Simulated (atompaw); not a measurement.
**Plane-wave convergence, PAW (atompaw) potential for germanium**

| Item | Value |
| --- | --- |
| Element | Ge |
| Generator | atompaw 4.2.0.5 |
| Type | PAW |
| Functional | PBE |
| Relativity | scalar-relativistic |
| Frozen core | [Ar] 3d10 |
| Valence charge | 4 |
| Reference configuration | 4s2 4p1.5 (charge +0.5) |
| Partial waves | 4s (bound): rc 1.55 bohr; 4s channel at 0.05 Ry: rc 1.55 bohr; 4p (bound): rc 1.60 bohr; 4p channel at -0.15 Ry: rc 1.60 bohr |
| Local potential | bessel scheme, radius 1.10 bohr |
| Core correction | smooth core density matched at 1.05 bohr |
| Augmentation charge | sinc compensation charge, radius 1.50 bohr; PAW radius 1.60 bohr; waves and projectors: custom rrkj vanderbiltortho |

The pseudo-atom Hamiltonian at the reference potential is diagonalised in spherical Bessel functions j_l(qr) that vanish at 20 bohr, with q² up to the cutoff. All-electron valence levels (Ry): 4s -1.1466, 4p -0.5427.

Question: How do the lowest levels (Ry) of each channel move with the cutoff, and are there ghosts?

Answer:

```json
{"cutoff (Ry)": "8", "s #1": "-1.1229", "s #2": "-0.1681", "p #1": "-0.5394", "d #1": "-0.0740", "f #1": "0.0322", "Σ f·Δε (mRy)": "52.5"}
{"cutoff (Ry)": "10", "s #1": "-1.1339", "s #2": "-0.1695", "p #1": "-0.5396", "d #1": "-0.0767", "f #1": "0.0322", "Σ f·Δε (mRy)": "30.0"}
{"cutoff (Ry)": "12", "s #1": "-1.1409", "s #2": "-0.1704", "p #1": "-0.5404", "d #1": "-0.0789", "f #1": "0.0322", "Σ f·Δε (mRy)": "14.9"}
{"cutoff (Ry)": "15", "s #1": "-1.1445", "s #2": "-0.1709", "p #1": "-0.5416", "d #1": "-0.0808", "f #1": "0.0322", "Σ f·Δε (mRy)": "5.9"}
{"cutoff (Ry)": "21", "s #1": "-1.1463", "s #2": "-0.1713", "p #1": "-0.5425", "d #1": "-0.0838", "f #1": "0.0322", "Σ f·Δε (mRy)": "1.1"}
{"cutoff (Ry)": "25", "s #1": "-1.1463", "s #2": "-0.1713", "p #1": "-0.5426", "d #1": "-0.0845", "f #1": "0.0322", "Σ f·Δε (mRy)": "0.8"}
{"cutoff (Ry)": "30", "s #1": "-1.1464", "s #2": "-0.1713", "p #1": "-0.5426", "d #1": "-0.0850", "f #1": "0.0322", "Σ f·Δε (mRy)": "0.5"}
{"cutoff (Ry)": "35", "s #1": "-1.1465", "s #2": "-0.1713", "p #1": "-0.5427", "d #1": "-0.0853", "f #1": "0.0322", "Σ f·Δε (mRy)": "0.2"}
{"cutoff (Ry)": "400", "s #1": "-1.1466", "s #2": "-0.1713", "p #1": "-0.5427", "d #1": "-0.0854", "f #1": "0.0322", "Σ f·Δε (mRy)": "0.0"}
```

Result: no extra level below or beside the all-electron valence levels (s, p, d, f tested); 10 mRy is reached at 15 Ry and 1 mRy at 25 Ry.
